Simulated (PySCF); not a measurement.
## Dipole response of Ir⁺ (iridium, charge +1)

[Xe] 4f14 5d7 6s1, high-spin 5F determinant. Computed with PySCF 2.14 in aug-cc-pVTZ-PP with one added diffuse shell each of s, p, d, f, g type with ECP60MDF (7s7p6d4f3g, 113 functions), with a scalar-relativistic core potential. Coupled (time-dependent) response in atomic units; α is the mean over directions.

```json
{"method": "M06-2X", "mean α (bohr³)": "26.98", "C₆ (like pair)": "220.7", "S(−4)": "279.3"}
```

S(−4) is the Cauchy moment in α(ω) = α(0) + S(−4) ω² + …

Spin-orbit coupling is absent.

α(iu) at M06-2X:

```
u (hartree)  α(iu) (bohr³)
          0          26.98
     0.0500          26.31
      0.100          24.54
      0.200          19.84
      0.300          15.74
      0.500          10.61
      0.750          7.310
       1.00          5.442
       1.50          3.407
       2.00          2.341
       3.00          1.293
       5.00         0.5534
```

A single London oscillator, α(iu) = α/(1 + u²/ω²), gives C₆ = (3/4) ω α². Matching the computed C₆ needs ω = 4 × 220.7 / (3 × 26.98²) = 0.404 hartree.

For an ion, C₆ is the dispersion term alone; charge-induced terms of lower order in 1/R come first.

Energies and moments cover only the electrons outside the core potential. Spin-orbit coupling, absent here, splits the open shell strongly.
